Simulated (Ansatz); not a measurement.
CH₃BOSe, SMILES `BC(O)=[Se]`, charge 0, multiplicity 1.

Task: Give a relaxed structure at PBE0-D4/def2-TZVP (Ansatz). (Estimate.)

Result: Ansatz gave: 
Cartesian coordinates in Å:
```
B 0.275 -0.104 0.919
C -0.260 -0.121 -0.511
O -0.270 0.547 -1.628
Se -1.049 -1.673 -0.135
H 1.380 -0.513 1.125
H -0.327 0.508 1.752
H 0.252 1.355 -1.522
```
Point group Cs.
